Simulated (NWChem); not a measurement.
Lowest excitation of selenium dioxide (O2Se)

```
Se
O 1 1.6029
O 1 1.6029 2 115.06
```
Charge 0, spin multiplicity 1.

All runs are NWChem calculations. Structure: optimised with PBE0/def2-SVP, a minimum by its harmonic frequencies.

Basis set: def2-SVPD.

```json
[
 {"method": "TD-PBE", "lowest vertical singlet excitation energy (eV)": "3.15", "relative cost": "1", "difference from EOM-CCSD": "-0.21"},
 {"method": "CIS", "lowest vertical singlet excitation energy (eV)": "3.62", "relative cost": "under 3", "difference from EOM-CCSD": "+0.27"},
 {"method": "EOM-CCSD", "lowest vertical singlet excitation energy (eV)": "3.35", "relative cost": "under 3", "difference from EOM-CCSD": "0.00"},
 {"method": "TD-B3LYP", "lowest vertical singlet excitation energy (eV)": "3.13", "relative cost": "under 3", "difference from EOM-CCSD": "-0.22"},
 {"method": "TDA-CAM-B3LYP", "lowest vertical singlet excitation energy (eV)": "3.28", "relative cost": "4", "difference from EOM-CCSD": "-0.07"}
]
```

The values span 0.49 eV, from TD-B3LYP (lowest) to CIS (highest). Costs are rough ratios of processor time within this set of runs, SCF included, with TD-PBE as 1.

The Hamiltonian is non-relativistic. The correlated methods keep 11 core orbitals frozen. B3LYP has NWChem's definition, with VWN1-RPA local correlation. GW and range-separated runs recompute their integrals, the others keep them in memory, which bears on the times. Differences from the coupled-cluster row are differences between methods, not errors against experiment.
